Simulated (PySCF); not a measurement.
C7H8FO: g tensor and hyperfine couplings

Species: C7H8FO (doublet state).
Structure used (GFN2-xTB), in Å, numbered top down from 1:
```xyz
17
C7H8FO angstrom
C     -0.124   -3.028    0.572
C      0.469   -1.855    0.761
C      0.010   -0.576    0.231
C      0.600    0.541    0.647
O      0.286    1.834    0.511
C      1.328    2.742    0.565
F      1.660    3.012    1.865
C     -0.979   -0.565   -0.859
C     -1.794    0.442   -1.139
H     -1.024   -3.140   -0.008
H      0.273   -3.929    1.008
H      1.348   -1.795    1.389
H      0.976    3.682    0.122
H      2.242    2.375    0.077
H     -0.983   -1.461   -1.466
H     -2.489    0.390   -1.960
H     -1.806    1.345   -0.552
```

The hyperfine couplings belong to this conformer and change with its torsions.

The species is `C=CC(=[C]OCF)C=C` [radical].

Method used: PySCF 2.14.0, UKS B3LYP, pcH-1 on C F H O, non-relativistic, mean-field spin-orbit, GIAO. Geometry: GFN2-xTB, one conformer, isolated molecule. A GFN2-xTB geometry isn't a minimum of the functional, and hyperfine couplings can be far from their values at a DFT geometry. The frame is twisted about the C3–C8 bond at this geometry (dihedral C2–C3–C8–H15 = -25°); couplings at other torsion angles weren't computed. Stability of the SCF solution: not tested.

| Property | Result |
| --- | --- |
| g1, g2, g3 | 2.00181, 2.00228, 2.00344 |
| g_iso | 2.00251 |
| Form of g | rhombic: the two nearest values differ by 29 % of g3 − g1 |
| ⟨S²⟩ | 0.7560 (exact 0.7500) |
| α and β electrons | 34, 33 |
| Total energy | -446.50261 Eh |

Hyperfine couplings atom by atom, in MHz; T1 to T3 are the principal values of the dipolar part:

| atom | isotope | a_iso | T1 | T2 | T3 | Mulliken spin population |
| --- | --- | --- | --- | --- | --- | --- |
| C1 | 13C | -0.8 | -1.9 | 0.0 | 1.9 | -0.01 |
| C2 | 13C | 30.7 | -2.6 | -1.3 | 3.9 | 0.02 |
| C3 | 13C | 39.3 | -16.7 | -4.9 | 21.6 | -0.06 |
| C4 | 13C | 391.6 | -73.5 | -54.9 | 128.5 | 0.88 |
| O5 | 17O | -8.6 | -49.4 | 23.8 | 25.6 | 0.08 |
| C6 | 13C | 31.1 | -2.3 | -1.5 | 3.8 | 0.00 |
| F7 | 19F | -0.3 | -13.5 | -8.0 | 21.5 | 0.00 |
| C8 | 13C | 41.0 | -5.6 | -4.4 | 10.1 | 0.04 |
| C9 | 13C | -0.2 | -2.1 | -0.8 | 2.9 | 0.02 |
| H10 | 1H | 0.2 | -1.2 | -1.0 | 2.2 | 0.00 |
| H11 | 1H | 0.2 | -1.0 | -0.7 | 1.7 | 0.00 |
| H12 | 1H | -1.6 | -5.4 | -3.5 | 8.9 | 0.01 |
| H13 | 1H | -2.1 | -3.2 | -2.5 | 5.7 | 0.00 |
| H14 | 1H | -0.6 | -5.2 | -3.6 | 8.8 | 0.00 |
| H15 | 1H | 10.7 | -3.2 | -1.0 | 4.2 | 0.00 |
| H16 | 1H | 4.2 | -1.7 | -1.2 | 2.9 | 0.00 |
| H17 | 1H | 2.8 | -3.7 | -0.5 | 4.3 | 0.00 |

Largest spin populations (Mulliken): C4 (+0.88), O5 (+0.08) and C3 (-0.06). No atom but C4 exceeds +0.15.

Under fast tumbling the dipolar parts average out, and these isotropic splittings remain: 1 × 1H (H15, I = 1/2, 2 lines) with 0.38 mT, 1 × 1H (H16, I = 1/2, 2 lines) with 0.15 mT, 1 × 1H (H17, I = 1/2, 2 lines) with 0.10 mT, 1 × 1H (H12, I = 1/2, 2 lines) with 0.06 mT and 2 × 1H (H13/H14, I = 1/2, 3 lines) with 0.05 mT.

Class means assume fast exchange of nuclei equivalent by connectivity; if that motion is slow, each nucleus keeps its own coupling.

The 17O coupling of O5 (-8.6 MHz) shows only in satellite lines or after enrichment, since that isotope makes up about 0.038 % of natural oxygen.

The 13C coupling of C4 (391.6 MHz) shows only in satellite lines or after enrichment, since that isotope makes up about 1.07 % of natural carbon.
